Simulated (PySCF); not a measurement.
Excitations are Tamm–Dancoff values on a coarser integration grid. The basis has no diffuse functions, so Rydberg states are missing or too high.

Cartesian coordinates (Å):
SMILES: C[Si]1(C)C=c2ccccc2=C1
```xyz
23

C     -2.7208     1.0414     1.1128
Si    -1.6235    -0.0220    -0.0056
C     -2.6839    -1.1145    -1.1315
C     -0.3106    -0.9843     0.9405
C      0.9224    -0.5319     0.5261
C      2.2111    -1.0056     1.0024
C      3.3762    -0.4782     0.5149
C      3.3655     0.5694    -0.4916
C      2.1900     1.0652    -0.9872
C      0.9112     0.5567    -0.5197
C     -0.3306     0.9757    -0.9427
H     -2.1028     1.6816     1.7726
H     -3.3654     0.4020     1.7501
H     -3.3786     1.6968     0.5061
H     -2.0442    -1.7378    -1.7870
H     -3.3411    -0.4927    -1.7733
H     -3.3279    -1.7876    -0.5293
H     -0.3996    -1.7762     1.6997
H      2.2260    -1.7996     1.7654
H      4.3461    -0.8460     0.8842
H      4.3276     0.9633    -0.8542
H      2.1887     1.8593    -1.7501
H     -0.4358     1.7649    -1.7026
```
Charge 0, multiplicity 1.

Task: What S1 oscillator strength, S1–T1 gap (TDA) and adiabatic ionisation energy (no zero-point term) does PBE-D3(BJ)/def2-TZVP // PBE-D3(BJ)/def2-SVP (PySCF) give?

Result: 
The S1 oscillator strength comes out as 0.069 and the S1–T1 gap (TDA) comes out as 1.49 eV. The adiabatic ionisation energy (no zero-point term) is 6.90 eV.
